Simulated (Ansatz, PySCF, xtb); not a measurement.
Reaction R1 + R2 → P1 + P2, each structure at its B3LYP-D3(BJ)/def2-SVP stationary point, reached from a drawn start (curvature not checked).
R1: H11NO3Si4 (SMILES N[Si](O[SiH3])(O[SiH3])O[SiH3]), charge 0, multiplicity 1.
P1: H10O4Si4 (SMILES O[Si](O[SiH3])(O[SiH3])O[SiH3]), charge 0, multiplicity 1.
R2, H2O (SMILES O) (charge 0, multiplicity 1):
```xyz
3

O      0.00000     0.00000     0.40073
H      0.00000     0.75701    -0.20042
H      0.00000    -0.75701    -0.20042
```
P2, NH3 (SMILES N) (charge 0, multiplicity 1):
```xyz
4

N      0.00000    -0.00002     0.30627
H      0.00000     0.93747    -0.10213
H      0.81190    -0.46878    -0.10212
H     -0.81190    -0.46878    -0.10212
```

P less R. No zero-point or thermal terms. One arrangement of each flexible species, with no search for the lowest.

The values were computed with Ansatz (Gaussian orbitals); PySCF for the D3/D4 terms; xtb for the GFN methods. No computed number here is a measurement.

**Question.** One of these levels gives -43.4 kJ/mol for the reaction energy. Name it.
A) BLYP/def2-TZVPP
B) PBE-D3(BJ)/def2-TZVPP
C) GFN2-xTB

**Answer.** B, PBE-D3(BJ)/def2-TZVPP. The others give -62.9 (GFN2-xTB), -53.9 (BLYP/def2-TZVPP)

Ansatz is a first-principles code.
